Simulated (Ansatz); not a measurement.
CH$_{4}$F$_{2}$N$_{2}$Si (`N[SiH](F)/N=C/F`). Total charge 0; spin multiplicity 1.

Cartesian coordinates in Å:
```
N 1.643 -0.634 -0.709
Si 0.140 0.124 -0.806
F 0.236 1.722 -0.667
N -0.814 -0.508 0.480
C -1.414 0.162 1.328
F -2.142 -0.422 2.282
H 2.378 -0.502 -1.381
H 1.953 -1.094 0.129
H -0.519 -0.094 -2.106
H -1.460 1.247 1.450
```

Problem. Give the diagnostics of a CCSD(T)/def2-TZVPP run (frozen core, Ansatz). (Estimate.)

Solution. Ansatz gave: T1 = 0.0128, largest single amplitude 0.021, largest double 0.035, (T) share of the correlation energy 3.6 %, 9 CCSD cycles. The RHF solution is stable towards an unrestricted one. T1 lies under the customary mark of 0.02 for closed shells.
